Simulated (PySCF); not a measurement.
The vertical singlet excitations below were computed for one of the candidates. The calculation used TDDFT B3LYP/def2-SVPD, vertical, gas phase, core orbitals frozen in the response in PySCF 2.14.0, density-fitted response routines. Geometries: PBE0-D3(BJ)/def2-SVP, one conformer each.

```csv
state,E (eV),λ (nm),f
S1,5.27,235.2,0.0005
S2,5.55,223.4,0.011
S3,5.66,219.2,0.0015
S4,6.46,191.8,0.0031
S5,6.66,186.2,0.047
S6,6.97,177.9,0.216
S7,7.16,173.2,0.0002
S8,7.25,171.0,0.456
S9,7.26,170.8,0.0013
S10,7.39,167.8,0.306
```

Triplets computed (Tamm–Dancoff): 4.46, 4.81, 4.86, 5.42 eV.

Orbital energies (eV): HOMO-3 -9.12, HOMO-2 -8.92, HOMO-1 -8.25, HOMO -8.16, LUMO -1.47, LUMO+1 -1.11, LUMO+2 -0.01.

Task: Which structure fits?
A. `[SiH3]C#C[SiH2]Cl`
B. `C#CCC=C`
C. `C#CC(Cl)(Cl)Cl`

Result: A. Its S1, at 5.27 eV, is the lowest among the candidates; the nearest of the others has S1 at 5.64 eV. S1 is HOMO→LUMO (92%). Löwdin shares by element: HOMO carbon 70%, silicon 14% (atoms not listed hold the other 16%); LUMO carbon 49%, silicon 18% or more, chlorine 12% (atoms not listed hold the other 21%). At the same level the other candidates give, for their lowest levels:
- `C#CC(Cl)(Cl)Cl`: 5.64 eV (f 0.000); 5.74 eV (f 0.003 summed over 2 states); 6.02 eV (f 0.004 summed over 3 states); 6.19 eV (f 0.014 summed over 2 states); 6.46 eV (f 0.084) [of 10 roots; the last level is left out, as the window may have cut its degenerate partner]; T1 4.76 eV; HOMO -8.49, LUMO -1.44 eV
- `C#CCC=C`: 6.21 eV (f 0.002); 6.38 eV (f 0.048); 6.70 eV (f 0.001); 6.93 eV (f 0.001); 6.96 eV (f 0.004); T1 4.44 eV; HOMO -7.39, LUMO -0.26 eV
